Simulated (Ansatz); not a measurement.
**Abstraction of Br: C3H5Br + C2H5Mg → C3H5 + C2H5BrMg**

Species: C3H5Br (allyl bromide) `C=CCBr`, singlet; C2H5Mg `C[CH2][Mg]`, doublet; C3H5 `[CH2]C=C`, doublet; C2H5BrMg `C[CH2][Mg][Br]`, singlet. A radical takes Br: the energy is the difference in strength between the C–Br bond broken and the Mg–Br bond made.

Shapes, held fixed at every level: PBE0-D4/def2-TZVP. Flexible molecules stand in one conformer, not always the lowest. Programs: Ansatz 0.2.0. The zero-point and thermal change to 298 K, harmonic and unscaled (PBE0-D4/def2-TZVP), is -6.2 kJ/mol.

```tsv
level	kind	ΔH(298 K) (kJ/mol)	CPU time (sum over the molecules)
HF/def2-SVP	Hartree–Fock	-244.7	–
SPW92/def2-TZVPP	LDA	-146.9	11 s
r2SCAN-D4/def2-TZVPP	meta-GGA	-197.1	42 s
PBE0-D4/def2-TZVPP	global hybrid	-174.2	24 s
r2SCAN0-D4/def2-TZVPP	global hybrid	-202.5	38 s
wB97X-V/def2-TZVPP	range-separated hybrid	-188.6	64 s
B2PLYP/def2-TZVPP	double hybrid	-183.9	42 s
```

B2PLYP/def2-TZVPP gives ΔH(298 K) = -183.9 kJ/mol; the levels span -244.7 to -146.9. The median of the levels is -188.6. No measured value is set beside it here. Spin contamination: C3H5 (⟨S²⟩ up to 0.95). Open shells run unrestricted unless RO is named. Relativity is left out for Br unless named. Correlated rows may include outer-core shells of Br, Mg, which these sets cover unevenly. Times are processor times on shared x86 and Arm servers, and rough.
